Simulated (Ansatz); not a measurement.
MgCl, multiplicity 2 (the spin of the measured ground state), most abundant isotopes (23.9850 and 34.9689 u). Constants from fifth-degree fits in 1/R to seven points on the lowest solution found; no spin–orbit coupling, no relativity up to Kr; ω_e x_e and α_e move by some per cent with the fit.

Correlated levels freeze the inner cores; with def2 sets outer-core shells near the valence are correlated too.

Run with Ansatz (a first-principles code) with Gaussian orbitals. Values without a source in brackets are computed.

Total energies (hartree; each atom in its lowest state at that level) and vibrational constants (cm⁻¹):

| level | E(MgCl) at r_e | E(Mg) | E(Cl) | ω_e | ω_e x_e |
|---|---|---|---|---|---|
| PBE/def2-TZVPP | -660.024622 | -199.942973 | -459.958430 | 442 | 2.1 |
| B3LYP/def2-TZVPP | -660.374324 | -200.091523 | -460.167005 | 447 | 2.1 |
| wB97M-V/def2-TZVPP | -660.300579 | -200.059534 | -460.125172 | 452 | 2.0 |
| CCSD(T)/def2-QZVPP | -659.671180 | -199.855391 | -459.695345 | 464 | 2.2 |

Problem. Work out D_e and D₀ in eV.

Solution. 
D_e = E(Mg) + E(Cl) − E(molecule), times 27.2114 eV; D₀ = D_e − (ω_e/2 − ω_e x_e/4)/8065.54.
- PBE/def2-TZVPP: D_e = 3.353, zero point 0.027, D₀ = 3.326 eV
- B3LYP/def2-TZVPP: D_e = 3.151, zero point 0.028, D₀ = 3.123 eV
- wB97M-V/def2-TZVPP: D_e = 3.153, zero point 0.028, D₀ = 3.125 eV
- CCSD(T)/def2-QZVPP: D_e = 3.277, zero point 0.029, D₀ = 3.249 eV
No counterpoise correction is made.
